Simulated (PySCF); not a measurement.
**Atomic charges against the basis set**

C₄H₇B.
Structure used (PBE0-D3(BJ)/def2-SVP), in Å, numbered top down from 1:
```
atom  x, y, z in Å
B1     2.5073   -0.0633   -0.3717
C2     1.0296   -0.0672   -0.7797
C3     0.0413    0.0081    0.1499
C4    -1.3792    0.0123   -0.1338
C5    -2.3205    0.0915    0.8201
H6     3.3984   -0.1282   -1.1878
H7     2.7905    0.0070    0.8050
H8     0.7212   -0.1310   -1.8317
H9     0.3236    0.0722    1.2092
H10   -1.6752   -0.0539   -1.1872
H11   -3.3857    0.0928    0.5771
H12   -2.0489    0.1584    1.8784
```

PBE0 throughout (PySCF), one geometry, spherical d and f functions. Geometry: PBE0-D3(BJ)/def2-SVP, one conformer, isolated molecule. Atoms taken as equivalent share a column and are averaged. The first 7 of 11 kinds of atom are listed.

Mulliken charges (e):

```json
{"basis": "STO-3G", "functions": "32", "B1": "+0.134", "C2": "-0.181", "C3": "-0.049", "C4": "-0.086", "C5": "-0.146", "H6/H7": "-0.056", "H8": "+0.073"}
{"basis": "6-31G", "functions": "59", "B1": "+0.130", "C2": "-0.283", "C3": "-0.137", "C4": "-0.117", "C5": "-0.352", "H6/H7": "-0.048", "H8": "+0.152"}
{"basis": "pcSseg-0", "functions": "59", "B1": "+0.213", "C2": "-0.565", "C3": "-0.180", "C4": "-0.261", "C5": "-0.391", "H6/H7": "+0.002", "H8": "+0.228"}
{"basis": "6-31G*", "functions": "84", "B1": "+0.021", "C2": "-0.237", "C3": "-0.128", "C4": "-0.113", "C5": "-0.386", "H6/H7": "-0.022", "H8": "+0.157"}
{"basis": "cc-pVDZ", "functions": "105", "B1": "-0.004", "C2": "+0.011", "C3": "-0.018", "C4": "-0.066", "C5": "-0.002", "H6/H7": "-0.037", "H8": "+0.005"}
{"basis": "def2-SVP", "functions": "105", "B1": "+0.006", "C2": "-0.047", "C3": "-0.024", "C4": "-0.049", "C5": "-0.053", "H6/H7": "-0.035", "H8": "+0.030"}
{"basis": "6-311+G(2d,p)", "functions": "177", "B1": "-0.053", "C2": "-0.265", "C3": "+0.115", "C4": "+0.041", "C5": "-0.398", "H6/H7": "-0.014", "H8": "+0.101"}
{"basis": "aug-cc-pVDZ", "functions": "178", "B1": "-1.194", "C2": "+0.216", "C3": "+1.060", "C4": "+1.306", "C5": "+0.388", "H6/H7": "+0.538", "H8": "-0.505"}
{"basis": "def2-TZVP", "functions": "197", "B1": "-0.057", "C2": "-0.213", "C3": "-0.011", "C4": "-0.096", "C5": "-0.253", "H6/H7": "+0.001", "H8": "+0.108"}
{"basis": "IGLO-III", "functions": "245", "B1": "+0.204", "C2": "-0.286", "C3": "-0.005", "C4": "-0.061", "C5": "-0.204", "H6/H7": "-0.068", "H8": "+0.086"}
{"basis": "cc-pVTZ", "functions": "248", "B1": "-0.057", "C2": "-0.191", "C3": "-0.024", "C4": "-0.075", "C5": "-0.244", "H6/H7": "-0.003", "H8": "+0.103"}
```

IAO charges (e):

```tsv
basis	functions	B1	C2	C3	C4	C5	H6/H7	H8
STO-3G	32	+0.055	-0.268	-0.081	-0.149	-0.232	-0.007	+0.129
6-31G	59	-0.010	-0.280	-0.060	-0.140	-0.279	+0.004	+0.141
pcSseg-0	59	-0.018	-0.270	-0.058	-0.142	-0.262	+0.004	+0.139
6-31G*	84	+0.009	-0.283	-0.051	-0.136	-0.267	-0.003	+0.136
cc-pVDZ	105	-0.011	-0.280	-0.051	-0.138	-0.271	+0.003	+0.139
def2-SVP	105	-0.003	-0.275	-0.049	-0.135	-0.261	-0.001	+0.136
6-311+G(2d,p)	177	-0.008	-0.287	-0.054	-0.140	-0.282	+0.003	+0.142
aug-cc-pVDZ	178	-0.010	-0.285	-0.054	-0.140	-0.282	+0.003	+0.142
def2-TZVP	197	-0.008	-0.286	-0.053	-0.139	-0.281	+0.003	+0.142
IGLO-III	245	-0.009	-0.287	-0.054	-0.140	-0.283	+0.003	+0.143
cc-pVTZ	248	-0.009	-0.286	-0.053	-0.140	-0.281	+0.003	+0.142
```

Some averages cover members that differ in this geometry, most widely: H6/H7, Mulliken in aug-cc-pVDZ +0.459 to +0.618 e.

**Question.** Which scheme is steadiest as the basis changes?

**Answer.** Largest range over the bases for any column: IAO 0.07 e, Mulliken 1.57 e. IAO charges move least and Mulliken charges most, counted in e. Without the minimal STO-3G basis the ranges are IAO 0.03, Mulliken 1.57 e.

**Question.** How much do the charges still move between the two largest bases, IGLO-III and cc-pVTZ?

**Answer.** At most, over all atoms: Mulliken 0.261 e, IAO 0.002 e.

**Question.** What do the same runs give for the total energy, the frontier levels and the dipole moment?

**Answer.** 
```json
{"basis": "STO-3G", "energy (Eh)": "-178.9972", "HOMO (eV)": "-5.46", "LUMO (eV)": "0.18", "μ (D)": "2.05"}
{"basis": "6-31G", "energy (Eh)": "-181.1521", "HOMO (eV)": "-7.12", "LUMO (eV)": "-2.09", "μ (D)": "2.38"}
{"basis": "pcSseg-0", "energy (Eh)": "-180.7995", "HOMO (eV)": "-7.45", "LUMO (eV)": "-2.40", "μ (D)": "2.42"}
{"basis": "6-31G*", "energy (Eh)": "-181.1875", "HOMO (eV)": "-7.09", "LUMO (eV)": "-2.07", "μ (D)": "2.38"}
{"basis": "cc-pVDZ", "energy (Eh)": "-181.2025", "HOMO (eV)": "-7.25", "LUMO (eV)": "-2.27", "μ (D)": "2.36"}
{"basis": "def2-SVP", "energy (Eh)": "-181.0614", "HOMO (eV)": "-7.31", "LUMO (eV)": "-2.33", "μ (D)": "2.36"}
{"basis": "6-311+G(2d,p)", "energy (Eh)": "-181.2409", "HOMO (eV)": "-7.34", "LUMO (eV)": "-2.40", "μ (D)": "2.30"}
{"basis": "aug-cc-pVDZ", "energy (Eh)": "-181.2107", "HOMO (eV)": "-7.34", "LUMO (eV)": "-2.40", "μ (D)": "2.30"}
{"basis": "def2-TZVP", "energy (Eh)": "-181.2545", "HOMO (eV)": "-7.34", "LUMO (eV)": "-2.39", "μ (D)": "2.32"}
{"basis": "IGLO-III", "energy (Eh)": "-181.2601", "HOMO (eV)": "-7.34", "LUMO (eV)": "-2.40", "μ (D)": "2.29"}
{"basis": "cc-pVTZ", "energy (Eh)": "-181.2518", "HOMO (eV)": "-7.33", "LUMO (eV)": "-2.37", "μ (D)": "2.34"}
```

The dipole is fixed by the density alone, so its range of 0.37 D shows that the density itself changes with the basis, not only its division among atoms.
